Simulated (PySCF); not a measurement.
**Dipole moment and polarisability of 1,2-dimethylpropyl formate**

Species: 1,2-dimethylpropyl formate, C6H12O2.
SMILES with atom numbers: `[CH3:1][CH:2]([CH3:3])[C@H:4]([CH3:5])[O:6][CH:7]=[O:8]` (hydrogens: H9, H10, H11 on C1; H12 on C2; H13, H14, H15 on C3; H16 on C4; H17, H18, H19 on C5; H20 on C7)

Structure used (GFN2-xTB), in Å, numbered top down from 1:
```
atom  x, y, z in Å
C1    -1.4461    0.2847   -1.4311
C2    -1.0398   -0.1647   -0.0281
C3    -1.3613    0.9243    0.9926
C4     0.4494   -0.5437   -0.0087
C5     0.9221   -1.1330    1.3168
O6     1.2169    0.6412   -0.3046
C7     2.3684    0.4786   -0.9162
O8     2.8689   -0.5506   -1.2651
H9    -0.8984    1.1810   -1.7123
H10   -1.2363   -0.4931   -2.1623
H11   -2.5099    0.5065   -1.4616
H12   -1.6012   -1.0708    0.2246
H13   -2.3984    1.2340    0.8898
H14   -1.2135    0.5665    2.0075
H15   -0.7227    1.7880    0.8280
H16    0.6472   -1.2706   -0.8081
H17    0.8936   -0.3818    2.1013
H18    1.9441   -1.4903    1.2137
H19    0.2854   -1.9674    1.5962
H20    2.8264    1.4718   -1.0754
```

Level: PBE0/def2-SVPD (PySCF), static field, nuclei fixed, core orbitals frozen in the response. The polarisability tensor in these axes (au):

```
x   86.62 -3.06 -4.51
y   -3.06 75.21 -1.36
z   -4.51 -1.36 77.22
```

Problem. Diagonalise the tensor; give its mean and Δα, where Δα² is half the sum of the squared differences of the eigenvalues.

Solution. Principal values 72.72, 77.49 and 88.85 au; mean 79.69 au = 11.81 Å³ = 13.14 × 10⁻⁴⁰ C²·m²/J; Δα = 14.35 au (18 % of the mean).

Problem. What is the dipole moment, and where does it point?

Solution. (-1.96, 0.65, 1.10) D, 2.34 D in size, pointing from the negative to the positive side. Measured along this direction, the outermost atoms are O8 at the negative end and H13 at the positive end.

Problem. Directions of the eigenvectors, and the extent of the frame along each?

Solution. Largest value along (0.92, -0.17, -0.34), where the nuclei span 5.91 Å; middle along (0.15, -0.65, 0.75), 4.69 Å; least along (0.35, 0.74, 0.57), 3.58 Å. The response follows the extents in order.

Problem. Orientational against electronic polarisability at 500 K (dilute gas, rigid molecules)?

Solution. In Gaussian units μ²/3kT = 26.51 Å³ against 11.81 Å³, a ratio of 2.24; the Debye molar polarisation (4π/3)N_A(α + μ²/3kT) is 96.7 cm³/mol, leaving out the vibrational part.

Problem. What are the principal values of the traceless quadrupole moment, Θ = ½Σq(3rr − r²1), about the centre of nuclear charge?

Solution. -11.28, 3.25, 8.02 D·Å. The values depend on the origin, since the dipole doesn't vanish. The electronic extent ⟨r²⟩ about the same centre is 1111 bohr², a root-mean-square distance of 2.20 Å for the 64 electrons.

Isolated species at its GFN2-xTB geometry (one conformer only).
